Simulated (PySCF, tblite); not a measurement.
Isomers of C8H13OP, one GFN2-xTB conformer each. Single-point energies are computed at PBE0/pcSseg-1 (PySCF, gas phase, no added dispersion term), electronic only.

```tsv
SMILES	GFN2-xTB relative energy (kJ/mol)
C#CC[P@](=O)(C=C)CCC	140.5
C=C[P@@](C)(=O)C1=CCCC1	0.0
C=C[C@@H]1C[P@@](=O)(C=C)[C@@H]1C	80.2
Cc1oc(C(C)(C)C)cp1	9.3
C=CC[P@](=O)(C=C)C1CC1	108.3
```

Conformers: `[CH:1]#[C:2][CH2:3][P@:4](=[O:5])([CH:6]=[CH2:7])[CH2:8][CH2:9][CH3:10]` with C2–C3–P4–O5 -176°, C3–P4–C6–C7 125°, C3–P4–C8–C9 -69°, P4–C8–C9–C10 -173°; `[CH2:1]=[CH:2][P@@:3]([CH3:4])(=[O:5])[C:6]1=[CH:7][CH2:8][CH2:9][CH2:10]1` with C1–C2–P3–C4 -128°, C2–P3–C6–C7 -127°, C6–C7–C8–C9 12°, C7–C8–C9–C10 -20°, C8–C9–C10–C6 21°, P3–C6–C10–C9 168°; `[CH2:1]=[CH:2][C@@H:3]1[CH2:4][P@@:5](=[O:6])([CH:7]=[CH2:8])[C@@H:9]1[CH3:10]` with C1–C2–C3–C4 -133°, C4–P5–C7–C8 -139°, C2–C3–C4–P5 -140°, C3–C4–P5–O6 134°, C4–P5–C9–C10 103°, C2–C3–C9–P5 139°; `[CH2:1]=[CH:2][CH2:3][P@:4](=[O:5])([CH:6]=[CH2:7])[CH:8]1[CH2:9][CH2:10]1` with C1–C2–C3–P4 117°, C2–C3–P4–O5 59°, C3–P4–C6–C7 123°, C3–P4–C8–C9 -91°.

Task: What does PBE0/pcSseg-1 give for the same structures?

Result: 
| SMILES | PBE0/pcSseg-1 E (Eh) | PBE0/pcSseg-1 (kJ/mol) | GFN2-xTB (kJ/mol) | point group |
| --- | --- | --- | --- | --- |
| Cc1oc(C(C)(C)C)cp1 | -728.59662 | 0.0 | 9.3 | near Cs |
| C=C[P@@](C)(=O)C1=CCCC1 | -728.59338 | 8.5 | 0.0 | C1 |
| C=C[C@@H]1C[P@@](=O)(C=C)[C@@H]1C | -728.56168 | 91.7 | 80.2 | C1 |
| C=CC[P@](=O)(C=C)C1CC1 | -728.55213 | 116.8 | 108.3 | C1 |
| C#CC[P@](=O)(C=C)CCC | -728.53676 | 157.2 | 140.5 | C1 |

GFN2-xTB puts C=C[P@@](C)(=O)C1=CCCC1 lowest instead; measured from each level's own lowest isomer, the values differ by up to 16.7 kJ/mol (C#CC[P@](=O)(C=C)CCC: 140.5 against 157.2). As drawn, the lowest has an aromatic ring and a quaternary carbon, which the highest lacks; the highest has a C≡C bond, a P=O bond and a C=C bond outside aromatic rings, which the lowest lacks. Neighbours under 10 kJ/mol apart (Cc1oc(C(C)(C)C)cp1 and C=C[P@@](C)(=O)C1=CCCC1) can change places with a better method, another conformer or zero-point energy.

Task: Which frontier levels, dipoles and rotational constants go with these structures?

Result: 
| SMILES | HOMO (eV, PBE0/pcSseg-1) | LUMO (eV) | dipole (D) | A, B, C (MHz) |
| --- | --- | --- | --- | --- |
| Cc1oc(C(C)(C)C)cp1 | -6.25 | -0.51 | 1.70 | 2088, 781.0, 651.4 |
| C=C[P@@](C)(=O)C1=CCCC1 | -7.28 | -0.64 | 3.88 | 1949, 729.4, 718.0 |
| C=C[C@@H]1C[P@@](=O)(C=C)[C@@H]1C | -7.35 | -0.74 | 3.55 | 2274, 718.8, 642.4 |
| C=CC[P@](=O)(C=C)C1CC1 | -7.20 | -0.47 | 3.42 | 1801, 828.1, 681.0 |
| C#CC[P@](=O)(C=C)CCC | -7.44 | -0.59 | 3.19 | 1237, 898.4, 653.9 |

Task: What happens when harmonic zero-point energies from GFN2-xTB frequencies are added?

Result: 
| SMILES | ZPE (kJ/mol) | electronic (kJ/mol) | with ZPE (kJ/mol) |
| --- | --- | --- | --- |
| Cc1oc(C(C)(C)C)cp1 | 502.1 | 0.0 | 0.0 |
| C=C[P@@](C)(=O)C1=CCCC1 | 494.4 | 8.5 | 0.8 |
| C=C[C@@H]1C[P@@](=O)(C=C)[C@@H]1C | 493.0 | 91.7 | 82.7 |
| C=CC[P@](=O)(C=C)C1CC1 | 488.8 | 116.8 | 103.6 |
| C#CC[P@](=O)(C=C)CCC | 485.4 | 157.2 | 140.5 |

The zero-point energies span 16.7 kJ/mol. The order is unchanged.
